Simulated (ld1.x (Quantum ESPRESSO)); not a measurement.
# Reading a pseudo-wave (Co)

Columns: radius, all-electron u(r) and pseudo u(r) of the 4s shell (level -8.99 eV) of cobalt in the configuration [Ne] 3s2 3p6 3d7 4s1.5 4p0; PBE, scalar-relativistic, TM scheme, ld1.x (Quantum ESPRESSO) 7.5.

```csv
r (bohr),all-electron,pseudo
0.113,-0.1123,-0.0159
0.225,-0.1376,-0.0324
0.338,0.0626,-0.0505
0.450,0.2282,-0.0709
0.563,0.2899,-0.0947
0.675,0.2608,-0.1226
0.788,0.1745,-0.1558
0.900,0.0617,-0.1945
1.013,-0.0596,-0.2398
1.125,-0.1754,-0.2906
1.238,-0.2814,-0.3464
1.350,-0.3729,-0.4043
1.463,-0.4506,-0.4623
1.575,-0.5136,-0.5159
1.688,-0.5638,-0.5631
1.800,-0.6018,-0.6009
1.913,-0.6295,-0.6291
2.025,-0.6477,-0.6477
2.138,-0.6581,-0.6581
2.250,-0.6615,-0.6615
2.363,-0.6591,-0.6591
2.475,-0.6518,-0.6518
2.588,-0.6403,-0.6403
2.700,-0.6257,-0.6257
2.813,-0.6082,-0.6082
2.925,-0.5888,-0.5888
```

(1) How many radial nodes do the two functions have?

(2) At about which radius was the pseudo-wave matched?

(3) Is the pseudo-wave norm-conserving?

## Answers

(1) The all-electron 4s function has n − l − 1 = 3 (the table is too coarse to show those close to the nucleus); the pseudo-wave has 0, since the states of the same l below it are removed with the core.

(2) 2.25 bohr. The columns agree to 0.0005 from 1.91 bohr on; several derivatives are matched, so the curves merge somewhat inside the radius.

(3) Yes: the TM scheme keeps the norm inside the radius equal to the all-electron one, which fixes the energy derivative of the logarithmic derivative at the level.
